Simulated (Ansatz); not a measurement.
Several settings on one geometry of Ag₂I⁺ (the lowest singlet isomer of a short search) (that of the charge 1 singlet, PBE-D4/def2-TZVP). Ansatz on 4 threads of Arm Neoverse N1 on a shared host; times are rough.

```xyz
3

Ag    0.459   -1.085    1.684
Ag    0.677    0.831   -1.753
I    -1.136    0.254    0.070
```

Totals from different functionals, basis sets or treatments of relativity can't be compared as stabilities.

In the def2 sets Ag, I take a core potential; there is no spin–orbit coupling.

(1) Give the basis size and estimate the energy, ⟨S²⟩ and time of these runs.

| run | method | charge | state | further keys |
| --- | --- | --- | --- | --- |
| 1 | RKS r2SCANh-D3(BJ)/def2-SVP | 1 | singlet | scf: {lower_state_search: full} |
| 2 | RKS ωB97X/def2-TZVP | 1 | singlet | scf: {omitted_lower_state_checks: [starts]}; forces asked |
| 3 | RKS RPBE-D3(BJ)-ATM/def2-TZVPD | 1 | singlet | scf: {omitted_lower_state_checks: [starts]} |

Answers

(1) 
```tsv
run	functions	energy (Eh)	⟨S²⟩	wall time
1	88	-591.6053	–	10 s
2	130	-591.6095	–	7 s
3	139	-591.7593	–	2.2 s
```
